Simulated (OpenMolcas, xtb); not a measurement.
## CH3BClFO (methoxychlorofluoroborane): methods side by side

CH3BClFO: 8 atoms, total charge 0, spin state singlet. SMILES: `COB(F)Cl`. Geometry: relaxed at PBE0-D4/def2-TZVP. This is one conformer, not always the lowest.

Quantity: the HOMO–LUMO gap, in eV. The values are calculated.

```tsv
level	kind	program	value (eV)	CPU time
GFN0-xTB	semi-empirical	xtb	6.15	under 2 s
HF/cc-pVDZ	Hartree–Fock	OpenMolcas	17.61	13 s
SVWN5/cc-pVDZ	LDA	OpenMolcas	7.29	38 s
BLYP/cc-pVDZ	GGA	OpenMolcas	7.41	48 s
r2SCAN/cc-pVDZ	meta-GGA	OpenMolcas	8.23	64 s
M06-2X/cc-pVDZ	hybrid meta-GGA	OpenMolcas	12.41	65 s
B2PLYP/cc-pVDZ	double hybrid	OpenMolcas	12.87	38 s
```

The values span 6.15 to 17.61 eV. Orbital gaps aren't excitation energies, and those of double hybrids come from the SCF part alone; they tend to grow with the share of exact exchange. Times are those of the runs behind each value, whatever else they computed, on shared processors of several kinds: orders of magnitude only.
